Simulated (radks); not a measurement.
Question: The mean radii <r> (bohr) of the occupied orbitals of an atom or ion are listed with their occupations. All-electron calculation, scalar-relativistic Kohn-Sham, LDA (Slater exchange, Perdew-Wang correlation), spin-unpolarised, spherical densities, finite nucleus; Fermi nuclear charge, rms radius of each element as measured or else 0.836 A^(1/3) + 0.57 fm. Program: a radial shooting solver on a logarithmic mesh with Libxc functionals.

orbital  occ.      <r>
1s          2  0.01688
2s          2  0.07118
2p          6  0.06426
3s          2   0.1840
3p          6   0.1852
3d         10   0.1677
4s          2   0.4073
4p          6   0.4338
4d         10   0.4585
5s          2   0.9171
4f         14   0.4972
5p          6    1.046
5d          6    1.348
6d          1    3.346

Name the element and its charge.

Answer: Z = 79, gold, charge +4: Au4+ in [Xe] 4f14 5d6 6d1. The 1s radius gives Z: for a bare nucleus <r> = (2 gamma + 1)/(2Z) with gamma = sqrt(1 - (Z/c)^2), 0.01667 bohr for Z = 79, and screening makes it slightly larger (0.01688 here). The occupations add up to 75, and the charge is Z minus that.
